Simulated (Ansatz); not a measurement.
C2H8BClSi (`CBC([SiH3])Cl`), relaxed with RKS PBE-D4/def2-SVP in Ansatz 0.2.0 from a rough embedded geometry. The force threshold is 0.03 eV/Å; the program also tests the step.

Total charge 0; spin multiplicity 1.

Start:

```xyz
13

C     0.780   -1.455    0.839
B    -0.272   -0.319    1.049
C    -1.019    0.288   -0.213
Si    0.192    1.326   -1.264
Cl   -2.291    1.447    0.327
H     1.100   -1.857    1.887
H     1.641   -1.136    0.297
H     0.258   -2.314    0.360
H    -0.527    0.037    2.173
H    -1.458   -0.480   -0.799
H    -0.486    1.865   -2.400
H     1.233    0.347   -1.791
H     0.849    2.250   -0.465
```

(1) How much energy does the relaxation release, and in how many steps? (Estimate.)

(2) Which bonds change most? (Best estimate.)

(3) Give the relaxed structure. (Estimate.)

## Answers

(1) Computed: 0.53 eV, in 22 steps, 3 of them rejected.

(2) The calculation gave: Si4–H13 from 1.386 to 1.501 Å; Si4–H11 from 1.428 to 1.501 Å; C1–H6 from 1.168 to 1.115 Å; C3–H10 from 1.062 to 1.111 Å.

(3) The calculation gave: 
```xyz
13

C     0.763   -1.515    0.871
B    -0.134   -0.240    1.040
C    -1.037    0.275   -0.114
Si    0.121    1.249   -1.308
Cl   -2.357    1.435    0.354
H     0.414   -2.259    1.626
H     1.816   -1.307    1.157
H     0.744   -2.001   -0.124
H    -0.085    0.398    2.078
H    -1.489   -0.532   -0.729
H    -0.717    1.810   -2.419
H     1.167    0.325   -1.876
H     0.792    2.362   -0.558
```
